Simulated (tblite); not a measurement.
Compound: C₄H₆FNO.
Structure used (GFN2-xTB), in Å, numbered top down from 1:
```xyz
13
C4H6FNO angstrom
C     -2.2529    0.1549   -0.0023
C     -1.0056   -0.4675   -0.5844
O     -0.9985   -1.3827   -1.3698
N      0.1484    0.1199   -0.1251
C      1.4078   -0.2883   -0.5238
C      2.5308    0.2659   -0.0906
F      3.7275   -0.1770   -0.5159
H     -2.2489    0.0602    1.0817
H     -2.3019    1.2102   -0.2626
H     -3.1253   -0.3534   -0.4012
H      0.0872    0.8829    0.5331
H      1.4066   -1.1073   -1.2280
H      2.6203    1.0826    0.6101
```

Method: GFN2-xTB as coded in tblite; computed harmonic values from a numerical Hessian at the method's own geometry, unscaled. Against measured fundamentals such values can be off by several per cent, at times by over 20. One conformer, not necessarily the lowest.

Harmonic wavenumbers (cm⁻¹): 91.3, 95.5, 125.2, 139.2, 323.0, 333.4, 349.2, 518.2, 534.0, 590.7, 628.7, 696.1, 955.2, 971.2, 985.1, 1002.5, 1111.0, 1162.8, 1204.6, 1217.7, 1239.4, 1372.3, 1390.6, 1454.1, 1466.6, 1723.0, 1763.0, 3026.5, 3029.1, 3073.9, 3080.5, 3103.5, 3435.0.

A = 8953, B = 1122, C = 1003 MHz; mass 103.043 u (most abundant isotopes); point group Cs, symmetry number 1.

Q: Zero-point energy?

A: ½Σν̃ = 21096 cm⁻¹ = 252.36 kJ/mol.

Q: Entropy at 273.15 K, 1 bar (ideal gas, RRHO, classical rotation)?

A: Translation 164.84, rotation 115.46, vibration 75.45: S = 355.8 J/(mol K).

Q: And Cp and H(273.15 K) − H(0)?

A: Cp = 114.05 J/(mol K), of which vibrations give 80.80 (their classical limit is 33 R = 274.4); H(273.15 K) − H(0) = 20.36 kJ/mol without the zero-point energy, 11.27 from vibrations.

Q: Blend soft modes into free rotors: weight 1/[1 + (100 cm⁻¹/ν̃)⁴] for the oscillator and the rest for a rotor with moment μB/(μ + B), μ = h/(8π²ν), B = 10⁻⁴⁴ kg m². What vibrational entropy results?

A: 72.19 J/(mol K) in place of 75.45, which changes −T·S at 273.15 K by +0.89 kJ/mol.

Q: What must be added to the electronic energy to get the Gibbs energy at 273.15 K and 1 bar?

A: ZPE + [H(273.15 K) − H(0)] − T·S = 252.36 + 20.36 − 97.18 = 175.54 kJ/mol.

Hindered rotation and anharmonicity are outside this model. Other conformers, if any are populated, would add a mixing term that is left out.
